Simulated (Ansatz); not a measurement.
## Which isomer of C2OSi gives these data?

These gas-phase data were calculated for one isomer of C2OSi at PBE0-D3(BJ)/def2-SVP (harmonic, unscaled wavenumbers; equilibrium rotational constants with average atomic masses):

```
rotational constants            : 2.59 GHz
all wavenumbers above 1500 cm⁻¹ : 2292, 1588
dipole moment                   : 2.19 D (PBE0/def2-TZVPD)
```

Candidates:

(1) `O=C=C=[Si]`, a singlet
(2) `[C]=C=[Si]=O`, a singlet

**Question.** Assign the data to one candidate and say why. Where the bands don't settle it, estimate the moments of inertia from typical bond lengths.

**Answer.** Candidate (1). The rotational constants decide: (2) would give 3.154 GHz.

The same quantities for all candidates:

|  | rotational constants (GHz) | wavenumbers above 1500 cm⁻¹ | dipole (D) | E above the lowest, PBE0-D3(BJ)/def2-SVP (kcal/mol) |
| --- | --- | --- | --- | --- |
| (1) | 2.59 | 2292, 1588 | 2.19 | 0.0 |
| (2) | 3.154 | 2007 | 1.69 | 70.5 |

Programs: Ansatz 0.2.0.
